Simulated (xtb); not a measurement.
H8CuO4, charge +2, doublet, at a GFN2-xTB geometry (such geometries of metal compounds can be far from the true shape), atoms displaced at random by about 0.1 Å a coordinate; GFN2-xTB in xtb 6.7.1.

Here is a job for xtb.
```
$ xtb mol.xyz --gfn 2 --chrg 2 --uhf 1 --opt --json

# file mol.xyz
13

Cu    -0.07214329    -0.01659447     0.08190532
O      1.91139485    -0.67755325    -0.23162137
H      2.22459918    -1.02700955    -0.95436522
H      2.15752347    -1.08220577     0.75791973
O      0.53693596     2.16998426     0.12569552
H      0.93535461     2.28798416    -0.55308565
H      0.95945985     2.19518541     1.00771059
O     -1.99849077     0.58879613     0.18432256
H     -2.39892921     1.13842990    -0.72448418
H     -2.23434272     0.94891313     1.00737076
O     -0.52556674    -1.87468679    -0.05557208
H     -1.13056210    -2.31533084     0.43611244
H     -1.03199952    -2.21725489    -0.77647624
```

The log (banner, timings and long lists left out):

```
   ID    Z sym.   atoms
    1   29 Cu     1
    2    8 O      2, 5, 8, 11
    3    1 H      3, 4, 6, 7, 9, 10, 12, 13

           -------------------------------------------------
          |                Calculation Setup                |
           -------------------------------------------------

molecular fragmentation (1/2 indicates fragments):
1111112111222
# atoms in fragment 1/2:     9     4
 fragment masses (1/2) :      116.58       19.02
CMA distance (Bohr)    :   3.908
constraining FC (au)   :  0.0500

           -------------------------------------------------
          |                 G F N 2 - x T B                 |
           -------------------------------------------------

          ...................................................
          :                      SETUP                      :
          :.................................................:
          :  # basis functions                  34          :
          :  # atomic orbitals                  33          :
          :  # shells                           19          :
          :  # electrons                        41          :
          :  max. iterations                   250          :
          :  Hamiltonian                  GFN2-xTB          :
          :  restarted?                      false          :
          :  GBSA solvation                  false          :
          :  PC potential                    false          :
          :  electronic temp.          300.0000000     K    :
          :  accuracy                    1.0000000          :
          :  -> integral cutoff          0.2500000E+02      :
          :  -> integral neglect         0.1000000E-07      :
          :  -> SCF convergence          0.1000000E-05 Eh   :
          :  -> wf. convergence          0.1000000E-03 e    :
          :  Broyden damping             0.4000000          :
          :  net charge                          2          :
          :  unpaired electrons                  1          :
          ...................................................

 iter      E             dE          RMSdq      gap      omega  full diag
   1    -23.3354412 -0.233354E+02  0.485E+00    8.21       0.0  T
   2    -23.3454806 -0.100394E-01  0.285E+00    8.21       1.0  T
   3    -23.3465394 -0.105881E-02  0.640E-01    7.95       1.0  T
   4    -23.3468284 -0.288935E-03  0.225E-01    7.96       1.0  T
   5    -23.3468788 -0.504733E-04  0.134E-01    7.96       1.0  T
   6    -23.3468903 -0.114804E-04  0.102E-01    7.97       1.0  T
   7    -23.3468951 -0.476427E-05  0.572E-02    7.95       1.0  T
   8    -23.3469002 -0.513182E-05  0.357E-02    7.95       1.0  T
   9    -23.3469012 -0.968322E-06  0.191E-02    7.95       1.5  T
  10    -23.3469021 -0.931541E-06  0.704E-03    7.95       3.9  T
  11    -23.3469023 -0.186161E-06  0.157E-03    7.95      17.6  T
  12    -23.3469023 -0.337634E-08  0.508E-04    7.95      54.6  T
  13    -23.3469023 -0.455564E-10  0.195E-04    7.95     142.3  T

   *** convergence criteria satisfied after 13 iterations ***

         :::::::::::::::::::::::::::::::::::::::::::::::::::::
         ::                     SUMMARY                     ::
         :::::::::::::::::::::::::::::::::::::::::::::::::::::
         :: total energy             -23.131398009506 Eh    ::
         :: gradient norm              0.534032343222 Eh/a0 ::
         :: HOMO-LUMO gap              7.952401147614 eV    ::
         ::.................................................::
         :: SCC energy               -23.346876597183 Eh    ::
         :: -> isotropic ES            0.423616393748 Eh    ::
         :: -> anisotropic ES         -0.013577750550 Eh    ::
         :: -> anisotropic XC         -0.002866399172 Eh    ::
         :: -> dispersion             -0.004428619737 Eh    ::
         :: repulsion energy           0.215478587676 Eh    ::
         :: add. restraining           0.000000000000 Eh    ::
         :: total charge               2.000000000027 e     ::
         :::::::::::::::::::::::::::::::::::::::::::::::::::::

      -----------------------------------------------------------
     |                   =====================                   |
     |                        A N C O P T                        |
     |                   =====================                   |
     |               Approximate Normal Coordinate               |
     |                Rational Function Optimizer                |
      -----------------------------------------------------------
      -----------------------------------------------------------
     |                   =====================                   |
     |                        A N C O P T                        |
     |                   =====================                   |
     |               Approximate Normal Coordinate               |
     |                Rational Function Optimizer                |
      -----------------------------------------------------------

          ...................................................
          :                      SETUP                      :
          :.................................................:
          :   optimization level            normal          :
          :   max. optcycles                   200          :
          :   ANC micro-cycles                  20          :
          :   degrees of freedom                33          :
          :.................................................:
          :   RF solver                   davidson          :
          :   write xtbopt.log                true          :
          :   linear?                        false          :
          :   energy convergence         0.5000000E-05 Eh   :
          :   grad. convergence          0.1000000E-02 Eh/α :
          :   maxmium RF displ.          1.0000000          :
          :   Hlow (freq-cutoff)         0.1000000E-01      :
[...]
 * total energy  :   -23.2427057 Eh     change       -0.2075915E-01 Eh
 * total energy  :   -23.2460285 Eh     change       -0.3322803E-02 Eh
 * total energy  :   -23.2478743 Eh     change       -0.1845824E-02 Eh
 * total energy  :   -23.2485529 Eh     change       -0.6785407E-03 Eh
 * total energy  :   -23.2488060 Eh     change       -0.2531706E-03 Eh
 * total energy  :   -23.2488803 Eh     change       -0.7431809E-04 Eh
 * total energy  :   -23.2489124 Eh     change       -0.3210718E-04 Eh
 * total energy  :   -23.2489282 Eh     change       -0.1573656E-04 Eh
 * total energy  :   -23.2489360 Eh     change       -0.7774247E-05 Eh
 * total energy  :   -23.2489413 Eh     change       -0.5292358E-05 Eh
 * total energy  :   -23.2489467 Eh     change       -0.5486840E-05 Eh
 * total energy  :   -23.2489499 Eh     change       -0.3116289E-05 Eh
   *** GEOMETRY OPTIMIZATION CONVERGED AFTER 14 ITERATIONS ***
         :: total energy             -23.248949854016 Eh    ::
[...]
         :: SCC energy               -23.372138440333 Eh    ::
         :: -> isotropic ES            0.420933696407 Eh    ::
         :: -> anisotropic ES         -0.014203350073 Eh    ::
         :: -> anisotropic XC          0.000133825364 Eh    ::
         :: -> dispersion             -0.004499912025 Eh    ::
         :: repulsion energy           0.123188586316 Eh    ::
         :: add. restraining           0.000000000000 Eh    ::
         :: total charge               2.000000000002 e     ::
         :::::::::::::::::::::::::::::::::::::::::::::::::::::

           -------------------------------------------------
          |                Property Printout                |
           -------------------------------------------------

    * Orbital Energies and Occupations

         #    Occupation            Energy/Eh            Energy/eV
      -------------------------------------------------------------
         1        2.0000           -1.0693568             -29.0987
       ...           ...                  ...                  ...
         9        2.0000           -0.9306408             -25.3240
        10        2.0000           -0.9037909             -24.5934
        11        2.0000           -0.9037233             -24.5916
        12        2.0000           -0.9016340             -24.5347
        13        2.0000           -0.8535253             -23.2256
        14        2.0000           -0.8372974             -22.7840
        15        2.0000           -0.8363948             -22.7595
        16        2.0000           -0.8363291             -22.7577
        17        2.0000           -0.8126340             -22.1129
        18        2.0000           -0.8125849             -22.1116
        19        2.0000           -0.8095503             -22.0290
        20        2.0000           -0.8055330             -21.9197
        21        1.0000           -0.7618640             -20.7314 (HOMO)
        22                         -0.4245434             -11.5524 (LUMO)
        23                         -0.3854637             -10.4890
        24                         -0.3053353              -8.3086
        25                         -0.3051988              -8.3049
        26                         -0.2491624              -6.7801
        27                         -0.1095617              -2.9813
        28                         -0.1079002              -2.9361
        29                         -0.1077123              -2.9310
        30                         -0.1031797              -2.8077
        31                         -0.0656137              -1.7854
        32                         -0.0648784              -1.7654
        33                          0.0989479               2.6925
      -------------------------------------------------------------
                  HL-Gap            0.3373207 Eh            9.1790 eV
             Fermi-level           -0.6884474 Eh          -18.7336 eV

     #   Z          covCN         q      C6AA      α(0)
     1  29 Cu       2.457     0.716   138.155    26.764
     2   8 O        2.223    -0.460    21.991     6.333
     3   1 H        0.804     0.390     0.503     1.114
     4   1 H        0.804     0.390     0.502     1.113
     5   8 O        2.222    -0.460    21.986     6.333
     6   1 H        0.804     0.390     0.502     1.113
     7   1 H        0.804     0.390     0.503     1.114
     8   8 O        2.222    -0.460    21.991     6.333
     9   1 H        0.804     0.391     0.502     1.113
    10   1 H        0.804     0.390     0.503     1.114
    11   8 O        2.222    -0.460    21.987     6.333
    12   1 H        0.804     0.390     0.502     1.113
    13   1 H        0.804     0.390     0.503     1.114

 Mol. C6AA /au·bohr⁶  :       1259.065726
 Mol. C8AA /au·bohr⁸  :      42373.455705
 Mol. α(0) /au        :         61.004840

Wiberg/Mayer (AO) data.
largest (>0.10) Wiberg bond orders for each atom

 ---------------------------------------------------------------------------
     #   Z sym  total        # sym  WBO       # sym  WBO       # sym  WBO
 ---------------------------------------------------------------------------
     1  29 Cu   1.994 --     5 O    0.488    11 O    0.487     8 O    0.487
                             2 O    0.487
     2   8 O    2.224 --     3 H    0.841     4 H    0.841     1 Cu   0.487
     3   1 H    0.848 --     2 O    0.841
     4   1 H    0.848 --     2 O    0.841
     5   8 O    2.224 --     7 H    0.841     6 H    0.841     1 Cu   0.488
     6   1 H    0.848 --     5 O    0.841
     7   1 H    0.848 --     5 O    0.841
     8   8 O    2.224 --    10 H    0.841     9 H    0.841     1 Cu   0.487
     9   1 H    0.847 --     8 O    0.841
    10   1 H    0.848 --     8 O    0.841
    11   8 O    2.224 --    13 H    0.841    12 H    0.841     1 Cu   0.487
    12   1 H    0.848 --    11 O    0.841
    13   1 H    0.848 --    11 O    0.841
 ---------------------------------------------------------------------------

Topologies differ in total number of bonds
Writing topology from bond orders to xtbtopo.mol

molecular dipole:
                 x           y           z       tot (Debye)
 q only:       -0.193       0.035       0.074
   full:       -0.192       0.035       0.069       0.527
molecular quadrupole (traceless):
                xx          xy          yy          xz          yz          zz
 q only:        7.382       0.063       7.149      -0.883       2.312     -14.531
  q+dip:        7.667       0.067       7.400      -0.943       2.549     -15.067
   full:        7.288       0.065       7.019      -0.937       2.471     -14.307

optimized geometry written to: xtbopt.xyz

           -------------------------------------------------
          | TOTAL ENERGY              -23.248949854016 Eh   |
          | GRADIENT NORM               0.000596166012 Eh/α |
          | HOMO-LUMO GAP               9.178962547736 eV   |
           -------------------------------------------------
```
